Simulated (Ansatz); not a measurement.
Reaction (hydrogenolysis of a C–Ge bond): `F[CH]([GeH3])CCl` + H₂ → `FCCCl` + GeH₄

Gas-phase electronic energies from Ansatz, PBE0-D4/def2-TZVP geometries. CBS: MP2 limit from def2 TZ/QZ plus the TZ coupled-cluster correction, frozen cores. This one scheme is used for every species. DFT in def2-TZVPP. B3LYP here is the variant with VWN-RPA as its local correlation; programs differ in this. For Ge outer-core shells are correlated without core-valence functions, which leaves a few kJ/mol of doubt a bond. Scalar relativity is left out up to krypton. One conformer a species, not always the lowest.

`F[CH]([GeH3])CCl`:

Z-matrix (Å, degrees):
```
C
Ge 1 1.991
C 1 1.499 2 111.8
F 1 1.387 2 108.1 3 -121.2
H 1 1.095 2 109.2 3 122.2
H 2 1.536 1 109.0 3 54.8
H 2 1.538 1 108.9 3 -65.0
H 2 1.532 1 108.3 3 175.1
Cl 3 1.786 1 112.5 2 173.6
H 3 1.091 1 110.2 2 54.5
H 3 1.090 1 111.0 2 -66.8
```

H₂:

Z-matrix (Å, degrees):
```
H
H 1 0.746
```

`FCCCl`:

Cartesian coordinates in Å:
```
F -0.935 1.443 0.592
C -0.699 0.300 -0.146
C 0.677 -0.215 0.198
Cl 0.996 -1.688 -0.741
H -0.768 0.551 -1.207
H -1.465 -0.438 0.103
H 0.749 -0.468 1.255
H 1.444 0.516 -0.054
```

GeH₄:

```xyz
5

Ge    0.000    0.000    0.000
H    -0.219   -1.501    0.228
H    -0.682    0.792    1.122
H    -0.602    0.406   -1.351
H     1.504    0.303    0.001
```

Task: Is it downhill or uphill in electronic energy at CCSD(T)/CBS, and by how much? (Estimate.)

Result: Computed: Downhill: ΔE = -49.2 kJ/mol.

Task: What do these levels give: PBE-D4, r2SCAN-D4, B3LYP-D4, ωB97X-V, PBE, HF/def2-TZVPP, MP2/def2-TZVPP, CCSD(T)/def2-TZVPP, HF/def2-QZVPP, MP2/def2-QZVPP, SCS-MP2/def2-QZVPP, HF/CBS(def2)? (Best estimate.)

Result: Ansatz gave: PBE-D4 -45.8, r2SCAN-D4 -49.0, B3LYP-D4 -52.3, ωB97X-V -54.8, PBE -53.1, HF/def2-TZVPP -86.1, MP2/def2-TZVPP -46.5, CCSD(T)/def2-TZVPP -52.5, HF/def2-QZVPP -87.0, MP2/def2-QZVPP -44.9, SCS-MP2/def2-QZVPP -52.5, HF/CBS(def2) -87.1 kJ/mol.

Largest T1 diagnostic among the species: 0.012.

In def2-TZVPP, CCSD(T) changes the Hartree–Fock value by +33.6 kJ/mol (the triples alone add +6.0 kJ/mol) and MP2 by +39.6 kJ/mol. From PBE to PBE0 (25 % exact exchange), in def2-TZVPP and without D4, ΔE moves by −6.9 kJ/mol.
